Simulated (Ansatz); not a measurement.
F$_{5}$Si− (`F[Si-](F)(F)(F)F`) at its PBE0-D4/def2-TZVPD geometry, where that method's forces vanish. Charge -1, multiplicity 1.

| atom | x (Å) | y (Å) | z (Å) |
| --- | --- | --- | --- |
| F1 | -1.4247 | 0.8661 | -0.0689 |
| Si2 | 0.0000 | 0.0000 | 0.0000 |
| F3 | 0.0578 | 0.2236 | 1.6110 |
| F4 | 0.7028 | 1.0769 | -0.9975 |
| F5 | 1.4250 | -0.8657 | 0.0692 |
| F6 | -0.7610 | -1.3011 | -0.6137 |

For each bond, give half the difference of the two atoms' forces along it (eV/Å; positive pushes the atoms apart) under PBE-D4, r2SCAN-D4, B3LYP-D4, ωB97M-V in def2-TZVPPD. (Estimate.)

Computed: 
```tsv
bond	length (Å)	PBE-D4	r2SCAN-D4	B3LYP-D4	ωB97M-V
F1–Si2	1.669	0.33	0.04	0.12	0.09
Si2–F3	1.627	0.36	0.04	0.11	0.08
Si2–F4	1.627	0.36	0.04	0.12	0.09
Si2–F5	1.669	0.33	0.04	0.12	0.09
Si2–F6	1.627	0.36	0.04	0.12	0.09
```

B3LYP here is the variant with VWN-RPA as its local correlation; programs differ in this.
